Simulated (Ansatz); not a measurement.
`[AlH2][O]B[SiH2][SiH3]` + HCl → `[SiH3][SiH2]BCl` + `[OH][AlH2]` at 298.15 K and 1 bar (ligand exchange at a B–O bond).

Gas-phase electronic energies from Ansatz, PBE0-D4/def2-TZVP geometries. CCSD(T)/CBS is the MP2 limit (def2-TZVPP, def2-QZVPP) plus CCSD(T) − MP2 in def2-TZVPP, frozen cores. This one scheme is used for every species. Each species was taken in one conformer, which may not be the lowest.

```
                 species  CCSD(T)/CBS energy (Eh)  H − E (kJ/mol)  S (J/(mol·K))
`[AlH2][O]B[SiH2][SiH3]`               -925.01183           219.0          426.4
                     HCl               -460.38127            26.6          186.8
       `[SiH3][SiH2]BCl`              -1066.34562           167.5          367.8
            `[OH][AlH2]`               -319.03157            82.3          252.8
```

H − E and S are ideal-gas, rigid-rotor, harmonic terms from PBE0-D4/def2-TZVP, for one conformer and one mirror image of each species. 1 Eh = 2625.50 kJ/mol, R = 8.31446 J/(mol·K).

Question: By hand: ΔE, ΔH, ΔS and ΔG.

Answer: ΔE = (-1066.34562) + (-319.03157) − (-925.01183) − (-460.38127) = 0.01591 Eh = 41.8 kJ/mol. Δ(H − E) = 167.5 + 82.3 − 219.0 − 26.6 = 4.2, so ΔH = 46.0 kJ/mol. ΔS = 367.8 + 252.8 − 426.4 − 186.8 = 7.4 J/(mol·K). ΔG = 46.0 − 298.15 × (7.4)/1000 = 43.8 kJ/mol.

Question: By hand: the equilibrium constant, and the temperature at which ΔG would vanish if ΔH and ΔS stayed fixed.

Answer: log₁₀ K = −ΔG/(RT ln 10) = -7.7. ΔG = 0 at ΔH/ΔS = 6216 K, far beyond where these terms or the molecules hold.

The number of gas molecules stays the same, so ΔS is small and ΔH decides. A doubt of 5 kJ/mol in ΔE shifts log₁₀ K by 0.9 here. Other conformers and mirror images would add mixing entropy, several J/(mol·K) or more a flexible species. Modes under 60 cm⁻¹, often nearly free rotors, make the harmonic entropy too high. These are equilibria of isolated gas molecules and say nothing of rates. Largest T1 diagnostic: 0.015 (customary marks: 0.02 for closed shells, 0.045 for open ones).
